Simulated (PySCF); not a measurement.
**Choosing a basis for TDDFT**

CH9PSi2.
Cartesian coordinates in Å at the PBE0-D3(BJ)/def2-SVP level; atoms count from 1:
```
atom  x, y, z in Å
Si1   -2.2035   -0.4096   -0.2749
C2    -0.4871   -0.8274    0.3778
Si3    0.9208    0.1372   -0.4131
P4     2.8945   -0.5786    0.4476
H5    -2.5137    1.0316   -0.0244
H6    -3.2465   -1.2437    0.3986
H7    -2.2730   -0.6584   -1.7476
H8    -0.4740   -0.6474    1.4670
H9    -0.3011   -1.9050    0.2294
H10    0.9651   -0.1298   -1.8842
H11    0.7090    1.6054   -0.2134
H12    2.7263    0.1365    1.6741
H13    3.6510    0.4679   -0.1624
```

TDDFT with PBE0 (PySCF), vertical singlets, core orbitals frozen in the response, spherical d and f functions. The structure is a single PBE0-D3(BJ)/def2-SVP conformer in the gas phase; no vibrational or solvent corrections.

```tsv
basis	functions	diffuse	S1 (eV)	S2 (eV)	S3 (eV)	S4 (eV)	S5 (eV)	LUMO (eV)	α (au)
6-31G*	86	no	6.67	7.03	7.31	7.78	7.84	0.41	80.6
6-31+G*	102	yes	6.22	6.44	6.69	6.85	7.30	-0.27	89.3
def2-SVP	113	no	6.70	7.13	7.19	7.65	7.87	0.41	85.2
def2-SVPD	164	yes	6.39	6.50	6.78	6.98	7.43	-0.03	98.9
aug-cc-pVDZ	185	yes	6.11	6.32	6.55	6.71	7.14	-0.36	101.2
def2-TZVP	196	no	6.31	6.69	6.83	7.05	7.48	0.04	95.1
def2-TZVPD	247	yes	6.21	6.30	6.62	6.77	7.25	-0.21	100.5
```

**Question.** Compare the sets with the largest diffuse one.

**Answer.** States are compared by their number. Against the largest diffuse basis here (def2-TZVPD, itself not a converged limit), sets without diffuse functions differ by up to 0.50 eV in S1 and 0.62 eV in S5; the smaller diffuse sets differ by up to 0.18 and 0.18 eV. State by state, the largest deviation of a set without diffuse functions is S1 0.50, S2 0.84, S3 0.69, S4 1.00, S5 0.62 eV. The same number needn't mean the same state in each row. Against def2-TZVPD the polarisability deviates by -20% in 6-31G*, -11% in 6-31+G*, -15% in def2-SVP, -2% in def2-SVPD, +1% in aug-cc-pVDZ, -5% in def2-TZVP. A single + in a Pople set puts diffuse functions on heavy atoms only.

Without π bonds the low states are Rydberg-like; a valence basis with one diffuse set may place them up to an eV too high.
